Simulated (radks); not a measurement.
The numbers below are computed, except where a source is named.
Ionisation of the promethium ion Pm+, [Xe] 4f5 6s1, to [Xe] 4f5 as the strength of local exchange is varied. Level of theory: non-relativistic Kohn-Sham, Slater X-alpha exchange (alpha = 2/3 is LDA exchange), no correlation, spin-polarised, spherical densities, point nucleus; open shells are filled with parallel spins first (spin-orbit coupling, left out, can overturn this in heavy ions); relativity is left out, which matters for an element this heavy (a radial shooting solver on a logarithmic mesh with Libxc functionals).

alpha,E(Pm+) (hartree),exchange (hartree),IE (eV),-e of the level emptied (eV),<r> of it (bohr)
0.556,-9611.0041,-173.0355,9.576,7.229 (6s),4.280
0.629,-9633.7507,-196.2350,9.948,7.628 (6s),4.203
0.644,-9638.4316,-201.0154,10.026,7.712 (6s),4.187
0.667,-9645.6135,-208.3544,10.146,7.841 (6s),4.164
0.84,-9699.8095,-263.8994,11.080,8.853 (6s),3.994
0.986,-9745.7873,-311.2450,11.906,9.757 (6s),3.861

NIST Atomic Spectra Database: 10.94 eV (semi-empirical). The Delta-SCF value meets it near alpha = 0.81. Relativity is left out here, which matters for elements this heavy. Open shells are spherical and high-spin; term and fine-structure splittings are not resolved.
